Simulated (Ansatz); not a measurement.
The cluster Hg2S2: single points at one geometry.

```yaml
crystal:
  periodic: [false, false, false]
  atoms:
    - {symbol: Hg, position_ang: [-0.018948, 1.199960, 0.801386]}
    - {symbol: Hg, position_ang: [0.018922, -1.199952, -0.801394]}
    - {symbol: S, position_ang: [0.792164, 1.071280, -1.585387]}
    - {symbol: S, position_ang: [-0.792138, -1.071287, 1.585395]}
basis:
  gaussian: {orbitals: def2-TZVP, initial_orbitals: start.molden}
magnetization: {spin_polarized: true, initial_magnetization: 0}
hamiltonian: {xc: pbe, dispersion: d4}
scf: {omitted_lower_state_checks: [starts]}
output: {orbitals: {seedname: orbitals}}
```

The file start.molden holds the orbitals of an earlier run on this structure, at another level or in another basis.

```sh
$ ansatz run in.yaml --threads 4 --pin off --events-out ev --progress --plain --max-ram 3916MiB
```

It prints (some lines left out):

```
Functional definition: PBE
1302 factors; their error is unknown
mean field evaluation 1: about -30017.3935 eV, gradient 8.9e0 eV
mean field evaluation 2: about -30017.5670 eV, gradient 2.6e-1 eV
mean field evaluation 4: about -30017.5562 eV, gradient 4.3e-2 eV
mean field evaluation 8: about -30017.5562 eV, gradient 1.1e-5 eV
mean field -30017.55619223 eV, -1103.1248434340 hartree, gradient 1.1e-5 eV, S^2 0.000000; 0 other end points of the search recorded, 0 dependent functions left out
reference -30017.55623819 eV, -1103.1248451230 hartree; 36, 36 occupied and 124, 124 virtual orbitals, 1302 factors
Total energy: -30017.77066022 eV, -1103.1327249875 hartree
Checks for a lower state left out: starts
```

Hardware: 4 threads of Arm Neoverse V2 on a shared host. Wall time 3.1 s.

As the first input, with `hamiltonian: {xc: r2scan, dispersion: d4}` (abridged; 9.5 s):

```
Functional definition: r2SCAN
mean field -30026.87014209 eV, -1103.4671247783 hartree, gradient 7.9e-6 eV, S^2 0.000000
Total energy: -30026.91136539 eV, -1103.4686397064 hartree
Checks for a lower state left out: starts
```

As the first input, with `hamiltonian: {xc: pbe0, dispersion: d4}` and without the key `scf` (abridged; 16 s):

```
Functional definition: PBE0
mean field evaluation 16: about -30016.6735 eV, gradient 1.6e-1 eV
mean field evaluation 32: about -30016.7516 eV, gradient 4.5e-1 eV
mean field -30016.77809430 eV, -1103.0962488627 hartree, gradient 2.0e-5 eV, S^2 0.000000; 4 other end points of the search recorded, 0 dependent functions left out
Total energy: -30016.96104428 eV, -1103.1029721502 hartree
```

Geometry: r2SCAN-D4/def2-SVP, that of the neutral singlet.

In the def2 sets Hg takes a core potential; there is no spin–orbit coupling. The structure comes from a short search, and lower isomers may exist.
